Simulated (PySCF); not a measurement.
Structure problem from calculated spectra and properties.

Formula: C5H11FOSi.

| Property | Result |
| --- | --- |
| NMR, other nuclei | isotropic shieldings of nuclei other than C and H, by class: 357 (1 O), 431 (1 F), 387 (1 Si) ppm [GIAO PBE0/pcSseg-1] |
| 13C NMR | chemical shifts (computed TMS as zero) by class: 153.8 (1 C), 133.9 (1 C), 86.8 (1 C), 53.3 (1 C), 14.4 (1 C) ppm [GIAO PBE0/pcSseg-1] |
| Rotational structure | rotational constants A, B, C: 2.430, 0.840, 0.636 GHz [GFN2-xTB] |
| Dipole | 2.12 D [PBE0/pcSseg-1] |
| 1H NMR | chemical shifts (computed TMS as zero) by class: 6.89 (1 H), 5.47 (2 H), 4.92 (2 H), 3.89 (3 H), 1.49 (3 H) ppm [GIAO PBE0/pcSseg-1] |

Gas-phase values; electronic properties from PySCF, density fitting. Levels stand in brackets. The structure is a single GFN2-xTB conformer in the gas phase; no vibrational or solvent corrections. GFN2-xTB frequencies show an imaginary mode (92i cm⁻¹), so this geometry is no minimum at that level. NMR classes are plain means over equivalent atoms (diastereotopic ones count apart unless rotation or inversion swaps them), as if these changed places fast.

Question: Give a SMILES that accounts for the data.

Answer: Numbering: `[CH3:1][O:2][SiH2:3]/[C:4]([CH3:5])=[CH:6]/[CH2:7][F:8]`. Its formula, C5H11FOSi, gives 1 degree of unsaturation: 0 rings and 1 π bond in the structure found. 5 carbons fall into 5 classes; from least to most shielded: alkene CH carbon [C6] (153.8 ppm), fully substituted alkene carbon [C4] (133.9 ppm), sp3 C–F carbon [C7] (86.8 ppm), methoxy carbon [C1] (53.3 ppm), allylic carbon [C5] (14.4 ppm). Hydrogen classes from least to most shielded: 1 H on an alkene CH carbon, C6 (6.89 ppm), 2 H on an sp3 C–F carbon, C7 (5.47 ppm), 2 H on an oxygen-bound silicon, Si3 (4.92 ppm), 3 H on a methoxy carbon, C1 (3.89 ppm), 3 H on an allylic carbon, C5 (1.49 ppm). The other shieldings belong to: 357 ppm, silyl ether oxygen [O2]; 431 ppm, alkyl fluorine [F8]; 387 ppm, oxygen-bound silicon [Si3]. By its constants the optimised geometry is an asymmetric top. Structure: `CO[SiH2]/C(C)=C/CF`. Computed isomers that give other values at the same levels: `C/C(=C/F)[SiH2]CCO` (13C chemical shifts (computed TMS as zero) by class: 163.1 (1 C), 117.7 (1 C), 64.5 (1 C), 17.5 (1 C), 14.2 (1 C) ppm); `CC/C=C/CO[SiH2]F` (13C chemical shifts (computed TMS as zero) by class: 145.5 (1 C), 135.1 (1 C), 65.7 (1 C), 32.1 (1 C), 16.8 (1 C) ppm); `C[C@@H]1COC[C@@H](F)[SiH2]1` (13C chemical shifts (computed TMS as zero) by class: 85.9 (1 C), 78.7 (1 C), 78.0 (1 C), 17.4 (1 C), 15.3 (1 C) ppm). The assignments are read from this structure; whether some other isomer fits the data as well wasn't checked.

Shape of the structure used: `[CH3:1][O:2][SiH2:3]/[C:4]([CH3:5])=[CH:6]/[CH2:7][F:8]`: C1–O2–Si3–C4 -179°, O2–Si3–C4–C5 -178°, C4–C6–C7–F8 -179°.
